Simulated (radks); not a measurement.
Re5+, configuration [Xe] 4f14 5d2 (the NIST ground configuration). Method: scalar-relativistic Kohn-Sham, PBE, spin-polarised, spherical densities, finite nucleus; open shells are filled with parallel spins first (spin-orbit coupling, left out, can overturn this in heavy ions); Fermi nuclear charge, rms radius 5.3698 fm; computed with a radial shooting solver on a logarithmic mesh with Libxc functionals.

Normalised radial functions P(r) = r R(r), r in bohr:

```
   r/bohr * 4f down, o 6s up (the largest magnitude, 1.3, reaches the edge; | marks zero, & curves that meet)
  0.00162                             *o
 0.002515                             *o
 0.003906                             * o
 0.006064                             * o
 0.009492                             * o
  0.01474                             *o
  0.02288                             &
  0.03553                           o *
  0.05517                          o  |*
  0.08566                             o  *
    0.133                             |   o   *
   0.2065                             |o               *
   0.3207                       o     |                         *
   0.4979                             o                          *
   0.7793                             |        o        *
     1.21                             o       *
    1.879             o               | *
    2.917                 o           *
     4.53                           o *
    7.033                             &
```

4f down: eigenvalue -102.95 eV, 0 radial nodes, <r> = 0.575 bohr, 90 % of the charge inside 0.943 bohr. 6s up (empty): eigenvalue -51.065 eV, 5 radial nodes at r = 0.0214, 0.0854, 0.221, 0.504, 1.20 bohr, <r> = 2.26 bohr, 90 % of the charge inside 3.18 bohr.
